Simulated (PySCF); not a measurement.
Input of a run (PBE0-D3(BJ)/def2-SVP geometry optimisation, gas phase (PySCF 2.14.0)), started from a GFN2-xTB structure with every atom displaced at random (by about 0.01 Å):
```
{"job": {"xc": "PBE0", "basis": "def2-SVP", "d3": "d3bj", "grid": 1, "shake": 0.01, "kind": "geom"}, "charge": 0, "multiplicity": 1}
B     -0.572070    -0.701240    -1.342340
O      0.063160     0.430150    -0.122870
C     -0.861490     0.584600     0.958300
C      1.377760     0.168930     0.276960
F      1.484070    -1.097450     0.737100
F      2.172630     0.305950    -0.751850
H      0.286640    -0.749910    -2.134070
H     -1.521550    -0.051330    -1.693110
H     -0.823270    -1.654440    -0.715030
H     -0.511310     1.397300     1.628280
H     -0.941940    -0.344040     1.544510
H     -1.794900     0.831830     0.524940
H      1.648100     0.862770     1.078850
```

Output (energies in Eh, forces in Eh/bohr):
```
step   0  E = -379.45263190  max force = 0.027992
step   1  E = -379.45674715  max force = 0.017805
step   2  E = -379.45730726  max force = 0.006015
step   3  E = -379.45741186  max force = 0.001884
step   4  E = -379.45745003  max force = 0.000999
step   5  E = -379.45747838  max force = 0.001870
step   6  E = -379.45751107  max force = 0.001731
step   7  E = -379.45753230  max force = 0.000700
step   8  E = -379.45754290  max force = 0.000487
step   9  E = -379.45754957  max force = 0.000753
step  10  E = -379.45755280  max force = 0.000589
step  11  E = -379.45755419  max force = 0.000246
optimisation converged
```

Task: Summarise the run.

Result: The energy falls by 3.1 kcal/mol over 12 energy and gradient evaluations, the largest force component goes from 0.0280 to 2.5e-04 Eh/bohr, and the atoms move by 0.132 Å rms after alignment. The bond that changes most is B1–O2 (ends: four-coordinate boron; oxygen bonded to B and 2 C), which shortens by 0.061 Å. Bonds longer at the end by more than 0.005 Å: 6 of 12; shorter: 4. Among the angles that change most is B1–O2–C4, from 114.4° to 119.5°. Among the dihedrals that turn most is H7–B1–O2–C4, from -48° to -28°. The energy never rose by more than 1e-6 Eh on the way. The first step brought 84 % of the lowering.

Task: What are the final bond lengths?

Result: B1–O2 1.720 Å, O2–C3 1.430 Å, O2–C4 1.392 Å, C4–F5 1.331 Å, C4–F6 1.317 Å, B1–H7 1.211 Å, B1–H8 1.217 Å, B1–H9 1.219 Å, C3–H10 1.100 Å, C3–H11 1.099 Å, C3–H12 1.094 Å, C4–H13 1.104 Å. Numbering counts from 1 in the input's order; the species is `[BH3-][O+](C)C(F)F`.

The run used 119 basis functions and 71 SCF cycles in all. On an Arm Neoverse V1 with one thread, shared host, this took 62 s and 0.50 GiB of memory at its peak.

No PBE0-D3(BJ)/def2-SVP frequencies stand behind this structure, so it isn't proved a minimum. One conformer, not necessarily the lowest.
